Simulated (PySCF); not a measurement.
Adding and removing an electron: TlO

UHF-CCSD(T); Tl def2-SVPD with ECP60, O def2-SVPD; scalar-relativistic core potentials (PySCF 2.14). Neutral (UHF): doublet (π ↑), Re = 2.232 Å, ωe = 440 cm⁻¹, De = 3.02 eV.

TlO⁻ (RHF): singlet (closed shell), Re = 2.060 Å, ωe = 563 cm⁻¹. The energies at the minima are -246.54318 hartree for TlO and -246.61335 for TlO⁻.

(1) Work out the adiabatic electron affinity, without and with harmonic zero-point energies (1 hartree = 27.2114 eV, 1 eV = 8065.5 cm⁻¹), and the change of the bond length.

Correlated steps freeze 5 core orbitals. Correlated levels converge slowly with the basis: in double zeta they bind strong bonds too weakly, by up to about 1 eV, and carry superposition errors of some tenths. These are scalar-relativistic numbers at best; spin–orbit coupling would shift them, the dissociation energy most. The CCSD T1 diagnostic is raised in TlO⁻, a sign that a single reference may not be enough there. States were picked by a PBE0 search and need not be the measured ground states.

Neutral and ion stand on different kinds of reference determinant, which adds to the error of the difference.

## Answers

(1) At CCSD(T): 0.07017 hartree = 1.909 eV between the minima; the zero-point term (440.0 − 563.0)/2 cm⁻¹ = -0.008 eV makes it 1.902 eV. Re changes by -17.2 pm against the neutral. The electron enters a π orbital, and the shorter bond of the ion fits a bonding orbital, or a change in how ionic the bond is.
